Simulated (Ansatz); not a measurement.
F2Si, SMILES `F[Si]F` (excited triplet) (charge 0, multiplicity 3). This triplet is an excited state, 3.20 eV above the relaxed singlet at the level composite: frozen-core CCSD(T) with HF/cc-pVQZ and the correlation energy extrapolated as X^-3 from cc-pVTZ and cc-pVQZ, plus CCSDT(Q) minus CCSD(T) in cc-pVDZ // PBE0-D3(BJ)/def2-TZVP (Ansatz, a first-principles code).

All values below come from frozen-core fic-MRCISD+Q@CASSCF(2e,2o)/cc-pVTZ // PBE0-D3(BJ)/def2-TZVP run with Ansatz.

Ansatz 0.2 input:
```yaml
crystal:
  periodic: [false, false, false]
  atoms:
    - { symbol: F, position_ang: [-1.337144, -0.292328, 0.000005] }
    - { symbol: Si, position_ang: [-0.000465, 0.582514, -0.000001] }
    - { symbol: F, position_ang: [1.337609, -0.290187, -0.000004] }
basis:
  gaussian: { orbitals: cc-pVTZ }
correlation:
  method: fic_mrcisd_q
  active_space: { window: { electrons: 2, orbitals: 2 } }
magnetization:
  spin_polarized: false
  initial_magnetization: 2
```

Output:

```
Functional definition: HF
582 factors; integrals over basis functions are off by at most 7.4e-4 eV
mean field evaluation 1: about -13274.2904 eV, gradient 3.2e1 eV
mean field evaluation 2: about -13274.3071 eV, gradient 3.2e1 eV
mean field evaluation 4: about -13276.7954 eV, gradient 2.4e0 eV
mean field evaluation 8: about -13276.8375 eV, gradient 1.5e-1 eV
mean field -13276.83767025 eV, -487.9147850180 hartree, gradient 8.1e-6 eV, S^2 2.000000; 0 other end points of the search recorded, 0 dependent functions left out
reference -13276.83767025 eV, -487.9147850180 hartree; 17, 15 occupied and 77, 79 virtual orbitals, 582 factors
state -13276.83767025 eV, -487.9147850180 hartree
contracted CI cycle   1: correlation 0.00000000 eV, 0.0000000000 hartree, residual 5.67e1 eV
contracted CI cycle   2: correlation -14.02061083 eV, -0.5152479445 hartree, residual 7.23e0 eV
contracted CI cycle   3: correlation -14.34093400 eV, -0.5270196040 hartree, residual 1.30e0 eV
contracted CI cycle   4: correlation -14.35415015 eV, -0.5275052882 hartree, residual 3.45e-1 eV
contracted CI cycle   5: correlation -14.35522102 eV, -0.5275446422 hartree, residual 8.23e-2 eV
contracted CI cycle   6: correlation -14.35527187 eV, -0.5275465109 hartree, residual 1.76e-2 eV
contracted CI cycle   7: correlation -14.35527460 eV, -0.5275466112 hartree, residual 4.77e-3 eV
contracted CI cycle   8: correlation -14.35527481 eV, -0.5275466190 hartree, residual 1.34e-3 eV
state -13276.83767025 eV, -487.9147850180 hartree; corrected -13292.53945646 eV, -488.4918150181 hartree
Total energy: -13292.53945646 eV, -488.4918150181 hartree
```
